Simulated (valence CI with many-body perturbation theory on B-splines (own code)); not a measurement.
# Sc⁶⁺: what each term of the Hamiltonian does

Computed by valence CI with perturbative core correlation (CI+MBPT): five valence electrons over a frozen Dirac-Fock core [Ne], a basis of 9 s, 9 p, 8 d, 6 f, 3 g, 1 h functions for each j, with the one-electron correlation potential Σ1 (screened to all orders), the two-electron term Σ2, the three-electron term Σ3, Breit, model QED; selected single and double excitations, second order for the rest, scaled by the run's own slope (own B-spline code, finite nucleus).

No measured spectrum was set against this ion. As an estimate, levels hold to about 100 cm⁻¹ or 0.05 % of their energy and the worst to 300 or 400 cm⁻¹, as in measured light ions of charge 2 to 7. Among the levels kept, up to 850 cm⁻¹ of a level comes from second order outside the variational space, and about a tenth of that is noise between levels of different J, which matters for small intervals.

Each rung adds one term. CI alone is the Dirac-Coulomb CI over the frozen core; QED comes last and gives the full result, which names the levels. Energies are above 3s²3p³ ⁴S°_3/2 on the same rung, in eV.

Names give the largest LS component (configuration and term), which can be under half, so a name can repeat, a term be missing and a line seem to break the LS rules; names also repeat where a configuration has a term twice. Letters in brackets count levels of one name in rising energy.

| Level | CI alone | Σ1 | Σ2 | Σ3 | Breit | QED | Full |
| --- | --- | --- | --- | --- | --- | --- | --- |
| 3s²3p³ ²D°_3/2 | 3.736 | +0.0069 | -0.0359 | -0.0176 | +0.0033 | -0.0002 | 3.693 |
| 3s²3p³ ²D°_5/2 | 3.826 | +0.0087 | -0.0352 | -0.0173 | -0.0052 | +0.0003 | 3.777 |
| 3s²3p³ ²P°_1/2 | 6.232 | +0.0117 | -0.0523 | -0.0288 | -0.0013 | -0.0001 | 6.161 |
| 3s²3p³ ²P°_3/2 | 6.348 | +0.0140 | -0.0505 | -0.0282 | -0.0088 | +0.0002 | 6.274 |
| 3s3p⁴ ⁴P_5/2 | 21.674 | -0.0133 | +0.0416 | +0.0134 | +0.0032 | -0.0223 | 21.697 |
| 3s3p⁴ ⁴P_3/2 | 22.011 | -0.0097 | +0.0439 | +0.0132 | -0.0043 | -0.0214 | 22.033 |
| 3s3p⁴ ⁴P_1/2 | 22.191 | -0.0080 | +0.0448 | +0.0130 | -0.0098 | -0.0210 | 22.210 |
| 3s3p⁴ ²D_3/2 | 26.973 | -0.0017 | -0.0285 | +0.0008 | -0.0050 | -0.0192 | 26.920 |
| 3s3p⁴ ²D_5/2 | 27.015 | -0.0007 | -0.0286 | +0.0011 | -0.0105 | -0.0190 | 26.958 |
| 3s²3p²3d ²P_3/2 [a] | 31.201 | +0.0049 | -0.1084 | -0.0130 | -0.0151 | -0.0112 | 31.059 |
| 3s²3p²3d ²P_1/2 [a] | 31.527 | +0.0078 | -0.1103 | -0.0141 | -0.0213 | -0.0112 | 31.378 |
| 3s3p⁴ ²S_1/2 | 32.673 | +0.0118 | -0.1198 | -0.0292 | -0.0108 | -0.0188 | 32.506 |
| 3s²3p²3d ⁴F_3/2 | 34.433 | +0.0072 | -0.0681 | -0.0475 | -0.0178 | -0.0006 | 34.306 |
| 3s²3p²3d ⁴F_5/2 | 34.563 | +0.0094 | -0.0674 | -0.0473 | -0.0251 | -0.0003 | 34.432 |
| 3s²3p²3d ⁴F_7/2 | 34.752 | +0.0122 | -0.0676 | -0.0474 | -0.0350 | +0.0003 | 34.614 |
| 3s²3p²3d ⁴F_9/2 | 34.999 | +0.0158 | -0.0673 | -0.0475 | -0.0484 | +0.0011 | 34.853 |
| 3s²3p²3d ²F_5/2 [a] | 35.616 | +0.0109 | -0.0776 | -0.0506 | -0.0266 | -0.0004 | 35.472 |
| 3s²3p²3d ⁴D_7/2 | 35.755 | +0.0136 | -0.0778 | -0.0508 | -0.0336 | 0.0000 | 35.606 |
| 3s²3p²3d ⁴D_1/2 | 35.766 | +0.0127 | -0.0768 | -0.0514 | -0.0247 | -0.0001 | 35.626 |
| 3s²3p²3d ⁴D_3/2 | 35.809 | +0.0138 | -0.0767 | -0.0512 | -0.0289 | -0.0001 | 35.666 |
| 3s²3p²3d ⁴D_5/2 | 35.954 | +0.0161 | -0.0760 | -0.0510 | -0.0380 | +0.0003 | 35.806 |
| 3s²3p²3d ²F_7/2 [a] | 36.288 | +0.0202 | -0.0761 | -0.0507 | -0.0522 | +0.0014 | 36.130 |
| 3s²3p²3d ²G_7/2 | 39.616 | +0.0233 | -0.0953 | -0.0788 | -0.0353 | +0.0003 | 39.430 |
| 3s²3p²3d ²G_9/2 | 39.689 | +0.0265 | -0.0959 | -0.0790 | -0.0434 | +0.0009 | 39.498 |
| 3s²3p²3d ²P_3/2 [b] | 41.419 | +0.0209 | -0.4289 | -0.0693 | -0.0159 | -0.0123 | 40.914 |
| 3s²3p²3d ²P_1/2 [b] | 41.840 | +0.0255 | -0.4217 | -0.0692 | -0.0275 | -0.0107 | 41.336 |
| 3s²3p²3d ⁴P_5/2 | 42.035 | +0.0224 | -0.3822 | -0.0913 | -0.0305 | -0.0026 | 41.551 |
| 3s²3p²3d ⁴P_3/2 | 42.216 | +0.0230 | -0.3818 | -0.0908 | -0.0322 | -0.0023 | 41.732 |
| 3s²3p²3d ⁴P_1/2 | 42.324 | +0.0234 | -0.3859 | -0.0905 | -0.0334 | -0.0020 | 41.835 |
| 3s²3p²3d ²D_3/2 [a] | 42.665 | +0.0268 | -0.1494 | -0.1003 | -0.0240 | -0.0015 | 42.417 |
| 3s²3p²3d ²D_5/2 [a] | 43.132 | +0.0326 | -0.1627 | -0.0994 | -0.0415 | -0.0006 | 42.860 |

The middle columns are the shifts that each term adds.

**Question.** How does the ionisation energy move along the ladder, and which term matters most?

**Answer.** CI alone 136.44, + Σ1 136.86, + Σ2 136.72, + Σ3 136.60, + Breit 136.59, + QED 136.59 eV. The largest step is Σ1, 0.42 eV. NIST lists 137.99 ± 0.25 eV (semi-empirical), further off than its uncertainty and the later steps.
